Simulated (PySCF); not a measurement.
# Basis and Hamiltonian dependence of the excitation energy of I²⁺

I²⁺ [Kr] 4d10 5s2 5p3 (4S) → I²⁺ [Kr] 4d10 5s1 5p4 (4P). Calculated with PySCF 2.14 from differences of total energies of unrestricted determinants, without spin-orbit coupling. Values in eV.

```csv
basis,Hamiltonian,functions,UHF,LDA,PBE0,MP2 (valence),CCSD(T) (valence),CCSD(T) (valence and next inner shell)
aug-cc-pVDZ-PP with ECP28MDF,ECP,32,11.204,11.783,11.558,11.091,10.507,n/a
def2-TZVPPD with the def2 core potential (28 electrons),ECP,59,11.108,11.729,11.486,11.050,10.506,10.869
x2c-TZVPPall,spin-free X2C,60,11.143,11.598,11.421,11.099,n/a,10.945
"aug-cc-pVTZ-PP with one added diffuse shell each of d, f type with ECP28MDF",ECP,67,11.121,11.725,11.489,11.054,10.512,n/a
ANO-RCC-VTZP,spin-free X2C,68,11.119,11.558,11.384,11.039,10.531,10.940
aug-cc-pVTZ-DK3,spin-free X2C,68,11.128,11.590,11.409,11.058,10.520,n/a
"x2c-TZVPPall with one added diffuse shell each of s, p, d, f type",spin-free X2C,76,11.136,11.588,11.410,11.092,10.572,10.941
aug-cc-pVQZ-PP with ECP28MDF,ECP,92,11.112,11.720,11.485,11.040,10.504,n/a
aug-cc-pwCVTZ-PP with ECP28MDF,ECP,96,11.106,11.716,11.480,11.058,10.513,n/a
aug-cc-pVQZ-DK3,spin-free X2C,102,11.118,11.582,11.400,11.043,10.509,n/a
aug-cc-pwCVTZ-DK3,spin-free X2C,109,11.107,11.576,11.393,11.059,10.518,n/a
x2c-QZVPPall,spin-free X2C,112,11.111,11.580,11.396,11.041,10.507,n/a
"aug-cc-pwCVTZ-DK3 with one added diffuse shell each of s, p, d, f type",spin-free X2C,125,11.107,11.576,11.393,11.059,n/a,n/a
aug-cc-pV5Z-PP with ECP28MDF,ECP,139,11.109,11.718,11.482,11.036,n/a,n/a
```

Frozen in the all-electron rows: valence and next inner shell: [Ar] 3d10; valence: [Kr] 4d10; with a core potential, the same shells as far as they lie outside it.
